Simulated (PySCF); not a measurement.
An unknown is described by computed data only.

Formula: C2H5FSi.

| Property | Result |
| --- | --- |
| Dipole | 1.93 D [PBE0/def2-SVPD] |
| 1H NMR | chemical shifts (computed TMS as zero) by class: 5.39 (1 H), 2.95 (1 H), 2.59 (1 H), 1.07 (1 H), 0.97 (1 H) ppm [GIAO PBE0/pcSseg-1] |
| Polarisability | 52.6 au [PBE0/def2-SVPD] |
| NMR, other nuclei | isotropic shieldings of nuclei other than C and H, by class: 424 (1 F), 498 (1 Si) ppm [GIAO PBE0/pcSseg-1] |
| Rotational structure | rotational constants A, B, C: 11.518, 4.440, 3.705 GHz [GFN2-xTB] |
| 13C NMR | chemical shifts (computed TMS as zero) by class: 77.0 (1 C), 3.3 (1 C) ppm [GIAO PBE0/pcSseg-1] |

Gas-phase values; electronic properties from PySCF, density fitting. Levels stand in brackets. Geometry: GFN2-xTB; no solvent, vibrations or thermal averaging. NMR classes are plain means over equivalent atoms (diastereotopic ones count apart unless rotation or inversion swaps them), as if these changed places fast.

Question: Propose a structure and show how it fits.

Answer: Numbering: `[F:1][C@@H:2]1[CH2:3][SiH2:4]1`. Its formula, C2H5FSi, gives 1 degree of unsaturation: 1 ring and 0 π bonds in the structure found. 2 carbons fall into 2 classes; from least to most shielded: sp3 C–F carbon [C2] (77.0 ppm), ring sp3 carbon bound to silicon [C3] (3.3 ppm). Hydrogen classes from least to most shielded: 1 H on an sp3 C–F carbon, C2 (5.39 ppm), 1 H on an SiH2 silicon, Si4 (2.95 ppm), 1 H on an SiH2 silicon, Si4 (2.59 ppm), 1 H on an sp3 carbon bound to silicon, C3 (1.07 ppm), 1 H on an sp3 carbon bound to silicon, C3 (0.97 ppm). The other shieldings belong to: 424 ppm, alkyl fluorine [F1]; 498 ppm, SiH2 silicon [Si4]. The optimised geometry has point group C1 and is an asymmetric top. Structure: `F[C@@H]1C[SiH2]1`. The assignments are read from this structure; whether some other isomer fits the data as well wasn't checked. The mirror image fits equally.
